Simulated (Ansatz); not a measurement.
Input file for Ansatz (a first-principles code): R-wB97X-V/def2-TZVPPD on CH3Br (SMILES CBr). Files ending in .json are basis or fitting sets from the Basis Set Exchange.

Ansatz 0.2 input:
```yaml
crystal:
  periodic: [false, false, false]
  atoms:
    - {symbol: C, position_ang: [0.26599339, -1.04725861, 3.94774135]}
    - {symbol: Br, position_ang: [1.53544756, 0.44174008, 3.92642142]}
    - {symbol: H, position_ang: [-0.46866093, -0.86151406, 3.17270199]}
    - {symbol: H, position_ang: [-0.19369966, -1.07224854, 4.92935557]}
    - {symbol: H, position_ang: [0.82303090, -1.95663552, 3.75188295]}
basis:
  gaussian:
    orbitals: def2-TZVPPD.json
hamiltonian:
  xc: {name: wB97X-V}
scf: {lower_state_search: off}
```

Problem. Give the final energy of this run.

Solution. -2613.8339 hartree.
